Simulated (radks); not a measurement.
Values are calculated unless marked as measured or tabulated.
Ionisation of Tl, [Hg] 6p1, to Tl+, [Hg], under several functionals. Scalar-relativistic Kohn-Sham, spin-unpolarised, spherical densities, finite nucleus; a radial shooting solver on a logarithmic mesh with Libxc functionals.

functional,E(Tl) (hartree),Exc (hartree),IE (eV),-e(HOMO) (eV),<r> HOMO (bohr),IE error (eV)
PBE,-20240.6932,-378.2407,5.169,2.372,3.855,-0.939
"LDA (Slater exchange, VWN5 correlation)",-20229.7741,-367.3599,5.405,2.576,3.772,-0.704
revPBE,-20241.0964,-378.6496,5.074,2.290,3.886,-1.034
AM05,-20230.1889,-367.7852,5.107,2.325,3.831,-1.001
"LDA (Slater exchange, Perdew-Wang correlation)",-20229.7402,-367.3255,5.405,2.577,3.773,-0.703
r2SCAN,-20243.0450,-378.8952,4.947,2.272,3.784,-1.161
PBEsol,-20235.2234,-372.7824,5.150,2.363,3.805,-0.958
PW91,-20242.5593,-380.1065,5.226,2.405,3.847,-0.882
"LDA (Slater exchange, Perdew-Zunger correlation)",-20229.7484,-367.3339,5.411,2.582,3.771,-0.697

NIST Atomic Spectra Database: 6.108 eV (measured). Closest: LDA (Slater exchange, Perdew-Zunger correlation). The Delta-SCF values span 0.46 eV, the total energies 13.30 hartree. The highest occupied level is 6p. Spin polarisation and multiplet splitting are left out, so open shells lie too high by an amount that depends on their filling. Spin-orbit splitting is averaged out at the scalar-relativistic level.

Beside tabulated values, note that spin-unpolarised runs miss the spin-polarisation part of the exchange energy of open shells, and scalar-relativistic runs lack spin-orbit coupling.
